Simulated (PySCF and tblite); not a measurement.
Values are calculated unless marked as measured or tabulated.
Molecule: C5H12Ge, numbered as in [CH3:1][C@H:2]1[CH2:3][CH2:4][GeH2:5][CH2:6]1; H are named by their carrier, a and b as at the first point (Å):

```
C1       1.629   -0.035    0.737
C2       0.921   -0.111   -0.612
C3      -0.093   -1.271   -0.614
C4      -1.451   -0.885    0.003
Ge5     -1.414    1.082    0.229
C6       0.195    1.202   -0.905
H1a      2.179   -0.953    0.935
H1b      0.901    0.111    1.534
H1c      2.332    0.795    0.758
H2       1.673   -0.306   -1.385
H3a     -0.256   -1.571   -1.652
H3b      0.338   -2.127   -0.094
H4a     -1.603   -1.400    0.951
H4b     -2.267   -1.191   -0.650
H5a     -2.629    1.800   -0.300
H5b     -1.249    1.562    1.646
H6a      0.846    2.055   -0.729
H6b     -0.113    1.233   -1.952
```

The ring 2–3–4–5–6 is held at Altona–Sundaralingam phase angles P (ν_j = ν_max cos(P + 144°(j − 2)), ν_j about the bond from ring atom j to j + 1, counted from 0) and the rest relaxed at GFN2-xTB. Energies: CAM-B3LYP/pcSseg-1 + D3(BJ), IEF-PCM chloroform. Couplings: B3LYP/pcseg-1 with H pcJ-1, gas phase, for ¹H. Programs: tblite and PySCF.

Spin–orbit effects of heavy atoms are missing.

(1) How do the most sensitive couplings change along the phase angle P?

(2) Set ³J(H3a,H4a) against its H–C–C–H torsion.

(3) With the energies 2.93, 3.07, 4.79, 0.00, 5.19 kcal/mol at these points, what are the Boltzmann averages at 298 K?

Results:

(1) 
```csv
phase angle P °,"³J(H3a,H4a)","³J(H3b,H4b)","³J(H2,H6a)","³J(H2,H3b)","³J(H2,H3a)"
73,7.0,2.4,1.8,0.8,7.9
144,16.3,1.9,2.1,0.9,8.8
216,10.3,1.3,14.2,7.2,13.0
288,1.3,14.1,12.9,12.3,4.3
360,1.3,15.7,1.0,7.2,10.2
```
Values in Hz.

(2) 74°: 1.3 Hz, 74°: 1.3 Hz, 129°: 7.0 Hz, 139°: 10.3 Hz, 170°: 16.3 Hz.

(3) ³J(H3a,H4a) 1.4, ³J(H3b,H4b) 14.0, ³J(H2,H6a) 12.8, ³J(H2,H3b) 12.2, ³J(H2,H3a) 4.3 Hz, over these points alone; points not sampled, such as mirror images that interchange a and b, would even out couplings that symmetry makes equal.
